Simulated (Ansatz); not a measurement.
AlSe3, relaxed as a doublet with UKS PBE-D4/def2-SVP in Ansatz, starting from the GFN1-xTB geometry. Force threshold 0.02 eV/Å.

The gap within one spin of the charge 0 doublet nearly closes, so an electron or hole may be smeared out by delocalisation error. The structure comes from a short search, and lower isomers may exist.

Start:

```xyz
4

Al   -0.1365    0.3971    0.0274
Se   -0.5747   -1.8048    0.4165
Se   -0.8047    2.4452    0.1717
Se    1.5159   -1.0375   -0.6156
```

**Question.** Estimate the energy that the relaxation releases and the steps that it takes.

**Answer.** 0.14 eV, in 4 steps; 9 s on 2 threads of AMD EPYC 7R13 on a shared host. No frequencies were taken in this run, so the end may be a saddle point.

**Question.** Does the start keep its bonding and symmetry?

**Answer.** By distances, no bond broke or formed. The bond that changes most is Al1–Se2, from 2.28 to 2.38 Å (atoms count from 1). Point group C2v at the start, Cs at the end, both within 0.05 Å.

**Question.** Predict the relaxed structure.

**Answer.** 
```xyz
4

Al   -0.180    0.447   -0.032
Se   -0.524   -1.868    0.418
Se   -0.824    2.539    0.208
Se    1.527   -1.118   -0.595
```
Bond lengths: 3 × Al–Se 2.20 to 2.38 Å; 1 × Se–Se 2.41 Å.
